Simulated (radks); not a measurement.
Dy4+, 62 electrons, occupied as [Xe] 4f8 (the NIST ground configuration).

Calculated with a radial shooting solver on a logarithmic mesh with Libxc functionals: Dirac Kohn-Sham, relativistic LDA (MacDonald-Vosko exchange, VWN5 correlation), spin-unpolarised, spherical densities, finite nucleus; open shells fill j = l - 1/2 first; Fermi nuclear charge, rms radius 5.2218 fm.

Energy parts (eV):
total: -330210.03
kinetic: 360933.75
electron-nucleus: -810604.84
Hartree: 125804.91
exchange-correlation: -6343.85

Orbitals (lengths in bohr, moments of r in powers of bohr; <r^-3> diverges for s and p1/2):
orbital  occ.  eigenvalue (eV)  <r^-3>       <r^4>   <1/r>      <r^2>
1s1/2       2        -53292.64       -   1.008e-06   74.23  0.0006145
2s1/2       2        -8927.284       -   0.0001574   17.79   0.009528
2p1/2       2        -8502.929       -  0.00009662   17.78   0.006887
2p3/2       4        -7712.066   10920   0.0001290   15.58   0.008110
3s1/2       2        -2031.229       -    0.006040   6.501    0.06320
3p1/2       2        -1844.192       -    0.005440   6.422    0.05859
3p3/2       4        -1679.896    2348    0.006750   5.862    0.06553
3d3/2       4        -1355.484   398.4    0.004799   5.749    0.05187
3d5/2       6        -1319.422   351.4    0.005131   5.610    0.05381
4s1/2       2        -444.8642       -      0.1466   2.730     0.3174
4p1/2       2        -370.7383       -      0.1646   2.626     0.3317
4p3/2       4        -333.5207   532.4      0.2043   2.433     0.3696
4d3/2       4        -210.5740   77.44      0.2817   2.220     0.4169
4d5/2       6        -203.7478   67.26      0.3019   2.172     0.4315
5s1/2       2         -95.0465       -       4.438   1.073      1.748
5p1/2       2         -73.4734       -       6.675  0.9658      2.118
5p3/2       4         -67.7844   80.94       8.352  0.9017      2.373
4f5/2       6         -55.9120   10.53       1.232   1.688     0.7231
4f7/2       2         -54.8962   10.15       1.296   1.670     0.7410

The highest occupied level is 4f7/2 at -54.896 eV. The electron density at the nucleus is 7.304e+05 e/bohr^3. The density falls to 0.001 e/bohr^3 at r = 3.03 bohr. Summed over all electrons, <r^2> = 31.18 bohr^2, which gives a Langevin (diamagnetic) susceptibility term of -24.7 x 10^-6 cm^3/mol.
